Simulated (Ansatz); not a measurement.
Z-matrix (Å, degrees):
```
Si
Si 1 2.341
Se 1 2.287 2 106.7
O 1 1.648 2 113.1 3 -125.6
H 1 1.482 2 113.4 3 115.2
H 2 1.490 1 108.4 3 55.8
H 2 1.487 1 109.8 3 -62.9
H 2 1.488 1 112.0 3 175.5
H 3 1.469 1 93.3 2 -34.1
H 4 0.959 1 117.6 2 71.5
```

Total charge 0; spin multiplicity 1.

Problem. List the ωB97M-V/def2-TZVPP orbital energies in eV (Ansatz 0.2.0). (Best estimate.)

Solution. Ansatz gave: Occupied: -12368.12, -1808.03, -1806.95, -1588.42, -1423.18, -1423.15, -1423.12, -526.44, -217.87, -160.82, -160.71, -160.57, -148.97, -148.08, -103.12, -103.08, -103.06, -102.19, -102.18, -102.18, -60.73, -60.70, -60.58, -60.50, -60.48, -31.17, -22.54, -18.84, -17.79, -15.21, -13.89, -13.27, -12.80, -12.32, -12.24, -11.23, -9.89, -9.39. Lowest empty: 1.30, 1.57, 1.70, 2.42, 2.90, 3.17, 3.33, 3.56.
